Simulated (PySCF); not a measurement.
C₃H₄F₃N.
Bonds: C1–N2 (double), N2–C3, C3–C4, C4–F5, C4–F6, C4–F7. Hydrogens: H8, H9 on C1; H10, H11 on C3.

Computed with PySCF at CAM-B3LYP/def2-SVPD, non-relativistic, on one gas-phase PBE0-D3(BJ)/def2-SVP geometry that isn't relaxed in the solvent. The solvent is an IEF-PCM continuum (Bondi radii, 1.10 Å for H, scaled by 1.2), and excitations are vertical TDDFT with non-equilibrium linear response and a frozen core. The model holds no explicit solvent molecules, cavitation or dispersion.

Gas-phase singlets (H = HOMO, L = LUMO):

```json
{"state": "S1", "E (eV)": "4.951", "λ (nm)": "250", "f": "0.002", "leading configuration": "H→L 98%"}
{"state": "S2", "E (eV)": "7.486", "λ (nm)": "166", "f": "0.001", "leading configuration": "H→L+1 85%"}
{"state": "S3", "E (eV)": "8.134", "λ (nm)": "152", "f": "0.258", "leading configuration": "H-1→L 82%"}
{"state": "S4", "E (eV)": "8.374", "λ (nm)": "148", "f": "0.050", "leading configuration": "H→L+2 73%"}
{"state": "S5", "E (eV)": "8.865", "λ (nm)": "140", "f": "0.066", "leading configuration": "H→L+3 66%"}
```

Problem. What are the lowest 5 singlets in cyclohexane (ε = 2.017)?

Solution. 
| state | E (eV) | λ (nm) | f | leading configuration | change by rank (eV) |
| --- | --- | --- | --- | --- | --- |
| S1 | 4.995 | 248 | 0.003 | H→L 98% | +0.044 |
| S2 | 7.522 | 165 | 0.007 | H→L+1 80% | +0.036 |
| S3 | 8.021 | 155 | 0.365 | H-1→L 90% | -0.113 |
| S4 | 8.438 | 147 | 0.047 | H→L+2 63% | +0.064 |
| S5 | 8.811 | 141 | 0.075 | H→L+3 50% | -0.054 |

Problem. What are the lowest 5 singlets in dichloromethane (ε = 8.93)?

Solution. 
| state | E (eV) | λ (nm) | f | leading configuration | change by rank (eV) |
| --- | --- | --- | --- | --- | --- |
| S1 | 5.067 | 245 | 0.002 | H→L 98% | +0.116 |
| S2 | 7.585 | 163 | 0.013 | H→L+1 73% | +0.099 |
| S3 | 8.035 | 154 | 0.362 | H-1→L 90% | -0.099 |
| S4 | 8.563 | 145 | 0.047 | H→L+3 56% | +0.189 |
| S5 | 8.791 | 141 | 0.073 | H→L+2 45% | -0.074 |

Problem. The ground-state energy changes by -0.162 eV from gas to dichloromethane. By how much does the total energy of gas-phase S1 change?

Solution. E(S1) = E(S0) + excitation energy, so it changes by -0.162 + 0.116 = -0.046 eV: it is lowered less than the ground state, which is what a blue shift means. This is the vertical state, with the slow part of the continuum still set for S0.

Problem. How do the frontier levels move from gas to dichloromethane?

Solution. 
| orbital | gas (eV) | solvent (eV) | change (eV) |
| --- | --- | --- | --- |
| LUMO+2 | 2.02 | 2.20 | +0.18 |
| LUMO+1 | 1.28 | 1.43 | +0.15 |
| LUMO | 0.36 | 0.56 | +0.20 |
| HOMO | -9.23 | -9.16 | +0.07 |
| HOMO-1 | -10.75 | -10.57 | +0.18 |
| HOMO-2 | -12.81 | -12.62 | +0.19 |
| HOMO-3 | -13.69 | -13.67 | +0.02 |

The HOMO–LUMO gap goes from 9.59 to 9.72 eV.

Conformer computed: `[CH2:1]=[N:2][CH2:3][C:4]([F:5])([F:6])[F:7]`: C1–N2–C3–C4 1°, N2–C3–C4–F5 180°.
